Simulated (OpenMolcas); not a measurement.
Mn4+: moving or changing the point charges

Mn4+ among 2 point charges of -1 e arranged as a linear pair (D∞h), 1.98 Å from the ion.

```json
{"Program": "OpenMolcas 26.06", "Method": "SS-CASPT2, IPEA 0.25 Eh, imaginary shift 0.1 Eh (closed shells correlated: 3s 3p)", "Basis": "ANO-RCC-VDZP [5s4p2d1f]", "Scalar Hamiltonian": "DKH2, point nucleus", "Active space": "3 electrons in 5 orbitals (3d)", "State averaging": "2S+1 = 4 even, 10 roots; 2S+1 = 2 even, 40 roots", "Spin-orbit coupling": "state interaction with AMFI integrals over the reference wave functions"}
```

Runs around this geometry, states (labels by Λ). Energies in cm-1 above the lowest state or level, χT in cm3 K/mol.

| R (Å) | q (e) | Ground state | First state of that spin | First gap with spin-orbit (degeneracies) | χT at 300 K | First state of another spin |
| --- | --- | --- | --- | --- | --- | --- |
| 1.98 | -0.8 | 4Π | 4Σ 390 | 290 (2, 2) | 0.716 | 2Γ 18310 |
| 1.85 | -1 | 4Π | 4Σ 580 | 300 (2, 2) | 0.778 | 2Γ 18310 |
| 1.98 | -1 | 4Π | 4Σ 440 | 300 (2, 2) | 0.735 | 2Γ 18290 |
| 2.18 | -1 | 4Π | 4Σ 320 | 290 (2, 2) | 0.704 | 2Γ 18330 |

Taking the first state of the same spin as R^-n, n = -ln(320 / 580) / ln(2.18 / 1.85) = 3.6 between the shortest and longest distance.

Scaling the charges by -0.8 / -1 = 0.80 scales the first state of the same spin by 390 / 440 = 0.89; with fixed orbitals a first-order splitting would follow the charge.

Roots that are degenerate in the reference are averaged as groups; the widest CASPT2 spread within a group is 20 cm-1 (the 2-fold group of multiplicity 2 near 18300 cm-1 above the lowest state of its run, R = 1.98, q = -1). Shifts and gaps below about the spread of the groups concerned are not significant. The ground term spreads over less than 5000 cm-1, several times less than with real ligands, so orbital moments are less quenched and χT lies further from the spin-only value than at real sites. Free-ion shares, where given, are those of the reference states; single-state CASPT2 does not remix them. Spin-orbit coupling mixes the spin-free states strongly: the lowest level takes only 68 % from its leading state, 4Π (figures for R = 1.98, q = -0.8; the like holds for R = 1.98, q = -1, R = 2.18, q = -1). Point charges carry no covalency, so the field is a model and not that of real ligands. No measured value stands beside these numbers.
